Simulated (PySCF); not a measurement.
## SiS(OH)2 at several levels of theory

All levels use the PBE0 minimum (singlet; O–H 0.961 Å (×2), Si–O 1.614 Å, Si–O 1.626 Å, Si–S 1.930 Å; H–O–Si 114.9°, H–O–Si 116.6°, O–Si–O 104.8°, O–Si–S 127.4°, O–Si–S 127.8°), basis [Si def2-TZVP, S def2-TZVP, O def2-TZVP, H def2-TZVP], no relativity, density fitting, no spin–orbit coupling, PySCF. For vertical energies the ionised species is a doublet (spins chosen at PBE0 and kept). Atomisation goes to high-spin ground-configuration atoms, without zero-point energy. Open shells are unrestricted, also as the reference of the correlated levels. A dash marks a value that was not computed or is not defined at that level.

```csv
level,atomisation (kJ/mol),vertical IP (eV),−ε(HOMO) (eV),gap (eV),dipole (D)
PBE0,2284,9.60,7.28,6.48,3.77
HF,1559,8.45,9.96,12.35,4.10
MP2,2322,9.67,–,–,–
PBE,2355,9.57,6.08,4.36,3.64
CCSD(T),2226,–,–,–,–
r2SCAN,2334,9.59,6.34,5.04,3.80
B3LYP,2275,9.62,7.01,5.89,3.71
TPSSh,2265,9.56,6.63,5.47,3.74
M06,2329,9.65,7.23,6.48,3.63
```

For SiS(OH)₂ itself CCSD(T) correlates 24 electrons; T1 = 0.013, D1 = 0.042, (T) = -83 kJ/mol.

**Question.** Which levels differ least and most from CCSD(T) in the atomisation?

**Answer.** Least: TPSSh (+39 kJ/mol); most: HF (-667 kJ/mol). CCSD(T) atomisation energies in a triple-zeta basis lie tens of kJ/mol low, so this is no ranking by accuracy.
